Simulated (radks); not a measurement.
The numbers below are computed, except where a source is named.
Neutral copper, configuration [Ar] 3d10 4s1. Level of theory: non-relativistic Kohn-Sham, PBE, spin-polarised, spherical densities, point nucleus; open shells are filled with parallel spins first (a radial shooting solver on a logarithmic mesh with Libxc functionals). Some entries of the table are withheld. Estimate them.

orbital  occ.  eigenvalue (eV)  <r^2> (bohr^2)  <1/r> (bohr^-1)
1s up       1        -8746.421        0.003751            28.51
1s down     1        -8746.394        0.003751            28.51
2s down     1        -1039.813         0.06713            6.193
2s up       1        -1039.774         0.06713            6.193
2p down     3        -911.5657         0.05291            6.155
2p up       3        -911.5432         0.05290            6.155
3s down     1        -110.9061          0.6032            1.960
3s up       1        -110.8637          0.6039            1.959
3p down     3         -71.0529          0.6723            1.828
3p up       3         -71.0269          0.6743            1.826
3d up       5          -5.2265             (1)            1.365
3d down     5          -5.0725             (2)            1.384
4s up       1          -4.8280           10.38           0.4374
4s down     0          -3.8862           10.62           0.4358

Answer. 
(1) 3d up <r^2> (bohr^2): 1.603
(2) 3d down <r^2> (bohr^2): 1.494
